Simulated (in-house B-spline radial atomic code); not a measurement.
## BLYP excitations of Pd

Method: BLYP. Computed with a B-spline radial code for spherical atoms: linear response of the closed shell [Kr] 4d10 with the functional's adiabatic kernel; non-relativistic, point nucleus, no spin-orbit coupling, no double excitations, S, P, D and F terms only; shells from n = 2 respond. Only terms of natural parity with L up to 3 were computed.

Without relativity these are model numbers for so heavy an element.

Command:
```bash
python run_td.py task.json out
```
Settings (radii: box in bohr, nucleus in fm):
```
Z                        46
electrons                46
configuration            [Kr] 4d10
hamiltonian              nr
method                   b88,lyp
box_radius               75
intervals                61
```

Cost of the run: 4.9 s on 1 thread of Arm Neoverse N1 (shared host).

The lowest states, in the order of their Tamm-Dancoff energies; the method's threshold (minus the highest occupied level) is 4.091 eV. Labels give the largest channel, * marks a mixed state, and oscillator strengths are full-response dipole values. Semilocal kernels can invert the small singlet-triplet splittings of Rydberg terms. Energies in eV:

| state | full response | Tamm-Dancoff | oscillator strength |
| --- | --- | --- | --- |
| 4d → 5s 3D | 0.850 | 0.903 | - |
| 4d → 5s 1D | 1.316 | 1.345 | - |
| 4d → 5p 3F | ? | ? | - |
| 4d → 5p 3P | 3.632 | 3.644 | - |
| 4d → 5p 1F | 3.683 | 3.686 | - |
| 4d → 5p 1P | ? | ? | ? |

**Question.** Where does 4d → 5p 1P lie?

**Answer.** At 3.921 eV in full response, 3.949 eV in Tamm-Dancoff, oscillator strength 0.188.

**Question.** Where does 4d → 5p 3F lie?

**Answer.** At 3.619 eV in full response, 3.630 eV in Tamm-Dancoff.

**Question.** How large is the singlet-triplet splitting of 4d → 5s (D terms) in Tamm-Dancoff?

**Answer.** 0.442 eV, from the unrounded values.

**Question.** What polarisabilities and dispersion coefficient does the method give?

**Answer.** Dipole 29.72 bohr³, quadrupole 529.8 bohr⁵, C6 212 hartree·bohr⁶ for two such species. Recommended dipole value: 26.14 ± 0.1 bohr³ (Schwerdtfeger and Nagle, table of static dipole polarizabilities (2023 update)), which includes relativity and correlation.
